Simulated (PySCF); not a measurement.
## NMR data sheet: C5H8ClNSi2

```
Formula                               : C5H8ClNSi2
SMILES                                : [H]/N=C\C#C[C@@H]1[SiH2][C@@H]1[SiH2]Cl
Point group of the computed structure : C1
Degrees of unsaturation               : 4
Carbon signals                        : 5
Proton signals                        : 8
```

Bonds (- single, = double, # triple, : aromatic): N1=C2, C2-C3, C3#C4, C4-C5, C5-Si6, Si6-C7, C7-Si8, Si8-Cl9, C7-C5. N1 carries H10; C2 carries H11; C5 carries H12; Si6 carries H13, H14; C7 carries H15; Si8 carries H16, H17. Stereochemistry as in [H]/N=C\C#C[C@@H]1[SiH2][C@@H]1[SiH2]Cl. H13 is cis to C4 on the ring; H17 is pro-R; H16 is pro-S; H14 is trans to C4 on the ring.

PySCF 2.14 calculation with shielding tensors at PBE0/pcSseg-1 (GIAO) and structure optimised with GFN2-xTB; one conformer, non-relativistic Hamiltonian, in vacuum.

Chemical shifts δ = σref − σ; TMS for 1H, 13C, 29Si; 15N against NH3, all at this level.

| carbon | δC, type | δH (multiplicity) | HMBC from (2–3 bonds) | span of the C tensor (ppm) |
| --- | --- | --- | --- | --- |
| C2 | 156.4, CH | 7.76 (s) | – | 211 |
| C3 | 82.8, C | – | H11, H12 | 260 |
| C4 | 104.3, C | – | H11, H14, H13, H12, H15 | 211 |
| C5 | 3.1, CH | 2.12 (m) | H16, H17, H14, H13, H15 | 56 |
| C7 | 5.9, CH | 0.68 (m) | H16, H17, H14, H13, H12 | 50 |

Other nuclei:
```
atoms  nucleus                                                environment  δ (ppm)  σ (ppm)
  H10       1H                              hydrogen on an imine nitrogen    11.41    20.30
  H16       1H                      hydrogen on a silicon bonded to C, Cl     5.66    26.06
  H17       1H                      hydrogen on a silicon bonded to C, Cl     5.21    26.51
  H14       1H  hydrogen on a silicon bonded to 2 C, in a 3-membered ring     3.21    28.50
  H13       1H  hydrogen on a silicon bonded to 2 C, in a 3-membered ring     2.96    28.75
  Si8     29Si                               silicon bonded to C, Cl, 2 H    -15.5    364.6
  Si6     29Si           silicon bonded to 2 C, 2 H, in a 3-membered ring   -126.7    475.9
   N1      15N                                             imine nitrogen    383.7   -116.0
```

1. Carbon types of the structure: 2 × C, 3 × CH, leaving 5 H on heteroatoms.
2. δC 156.4: C=N carbon.
3. δC 104.3, 82.8: alkyne carbon; the triple bond shields along its axis, which puts it between sp3 and sp2 carbons.
4. δC 5.9, 3.1: three-membered-ring carbon; carbons of three-membered rings are unusually shielded.
5. δH 11.41: hydrogen on an imine nitrogen; labile proton, position sensitive to the medium.
6. δH 7.76: hydrogen on a C=N carbon.

OH and NH positions are those of a molecule without intermolecular hydrogen bonds; in solution they move with solvent, concentration and temperature, and exchange usually removes their couplings. Shifts are as computed. Against solution values, carbons near 30 ppm lie about +3 ppm off and those near 130 ppm about +5 ppm. Of 1309 compounds with measured shifts, 239 miss one by over three times the rms of a fit or turn the order of signals round; such compounds aren't used in these exercises. Experimental scales use liquid or dissolved standards, which lie at an offset from isolated NH3 (liquid NH3: subtract about 20 ppm). Unscaled 15N shifts of sp2 nitrogen come out 20 to 40 ppm too high even then. Multiplicities follow the n + 1 count of equivalent neighbours, as no J values were calculated; m marks all less simple cases, F and P coupling included.
